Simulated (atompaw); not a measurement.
# PBE PAW (atompaw) dataset for Ru, scalar-relativistic all-electron reference.

* Element: Ru (Z = 44)
* Generator: atompaw 4.2.0.5
* Type: PAW
* Functional: PBE
* Relativity: scalar-relativistic
* Frozen core: [Ar] 3d10
* Valence charge: 16
* Reference configuration: 4s2 4p6 4d7 5s0 5p1
* Partial waves: 4s (bound): rc 1.90 bohr; 5s (bound, empty): rc 2.40 bohr; 4p (bound): rc 1.80 bohr; 5p (bound): rc 2.25 bohr; 4d (bound): rc 2.40 bohr; 4d channel at 0.3 Ry: rc 2.40 bohr
* Local potential: bessel scheme, radius 2.20 bohr
* Core correction: smooth core density matched at 1.60 bohr
* Augmentation charge: besselshape compensation charge, radius 2.15 bohr; PAW radius 2.40 bohr; waves and projectors: custom polynom gramschmidtortho

Question: Does the generator finish with these settings?

Answer: Yes, a potential is produced.

Question: Estimate the cutoffs (Ry, on a coarse ladder) from which the occupation-weighted sum of valence levels, in a spherical-Bessel basis at the reference potential, stays within 10 and 1 mRy of its value at 400 Ry.

Answer: 35 Ry and 50 Ry.

Question: Does the potential have ghost states?

Answer: No extra level below or beside the all-electron valence levels (s, p, d, f tested).

Question: Is the overlap operator S = 1 + Σ q|β⟩⟨β| positive definite (Bessel basis up to 400 Ry)?

Answer: Yes: its lowest eigenvalue is 0.59 (s channel).

Question: Which valence shell sets the plane-wave cutoff?

Answer: 4p: its level needs 35 Ry to come within 1 mRy, against 25 Ry for 4s.
